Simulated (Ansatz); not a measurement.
Reaction (formal exchange of groups at the Al–O bond): `C[O][AlH][F]` + `COC(C)C` → `CC(C)[O][AlH][F]` + `COC`

Calculated with Ansatz (gas phase, PBE0-D4/def2-TZVP geometries, no zero-point term in ΔE). CBS: MP2 limit from def2 TZ/QZ plus the TZ coupled-cluster correction, frozen cores. Functionals use def2-TZVPP. HSE06 is defined as in plane-wave codes. One conformer a species, not always the lowest.

| level | ΔE (kJ/mol) | difference from CCSD(T)/CBS |
| --- | --- | --- |
| LDA (SPW92) | -6.2 | -1.2 |
| PBE-D4 | -6.6 | -1.6 |
| PBE0-D4 | -6.4 | -1.4 |
| r2SCAN0-D4 | -6.4 | -1.4 |
| HSE06-D4 | -6.4 | -1.4 |
| BHLYP-D4 | -6.9 | -1.9 |
| B2PLYP | -5.5 | -0.5 |
| revPBE | -5.9 | -0.9 |
| r2SCAN | -6.6 | -1.6 |
| PBE0 | -5.9 | -0.9 |
| HSE06 | -5.9 | -0.9 |
| BHLYP | -5.7 | -0.7 |
| CAM-B3LYP | -5.8 | -0.8 |
| CCSD/def2-SVP | -6.8 | -1.8 |
| MP2/def2-TZVPP | -4.9 | 0.1 |
| CCSD/def2-TZVPP | -5.3 | -0.3 |
| CCSD(T)/CBS | -5.0 | 0 |

Largest T1 diagnostic among the species: 0.013.

Leaving LDA and LC-ωPBE aside and taking each functional with its dispersion term where it has one, the values, not all of them listed here, spread over 1.4 kJ/mol, from BHLYP-D4 to PBE-QIDH.
